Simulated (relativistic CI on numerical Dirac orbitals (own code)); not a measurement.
Hf LXX: sensitivity of the levels to the model

Base calculation: Dirac-Coulomb-Breit CI, orbitals from a KLI potential per configuration, QED by a radiative potential, unscaled Slater integrals.

Configuration list (outside the closed core 1s2): 2s, 2p, 3s, 3p, 3d, 4s, 4p, 4d, 4f, 5s, 5p, 5d, 5f, 5g, 6s, 6p, 6d. Levels of other configurations are missing.

Variants: (1) P86 correlation estimate; (2) one mean potential for all configurations. Shifts of the energy above 2s 2S_1/2, in eV, for the lowest level and the first level of each name with at least 55 % of one term (blank where a level changes its place among those of its configuration and J or its character, or is not in the variant):

```
     Level     Base  Δ(1)  Δ(2)
 2s 2S_1/2      0.0   0.0   0.0
2p 2P°_1/2    185.5  -0.3  +0.3
2p 2P°_3/2   1513.6  -0.3  +0.2
 3s 2S_1/2  10467.8  +0.6  -0.2
3p 2P°_1/2  10517.9  +0.6  -0.1
3p 2P°_3/2  10913.8  +0.6  -0.1
 3d 2D_3/2  10925.9  +0.7  -0.2
 3d 2D_5/2  11038.6  +0.7  -0.2
 4s 2S_1/2  14054.5  +1.0  -0.2
4p 2P°_1/2  14074.8  +1.1  -0.2
4p 2P°_3/2  14240.8  +1.1  -0.2
 4d 2D_3/2  14245.9  +1.1  -0.2
 4d 2D_5/2  14293.7  +1.1  -0.2
4f 2F°_5/2  14293.9  +1.1  -0.2
```

At this charge energies of transitions that change n are usually good to better than 1 %, and those within a shell (Δn = 0) to a few per cent.

Ionisation energy from the two ground configurations alone: base 18500.9 eV. The NIST ASD value (theoretical) is 18502.3 eV.
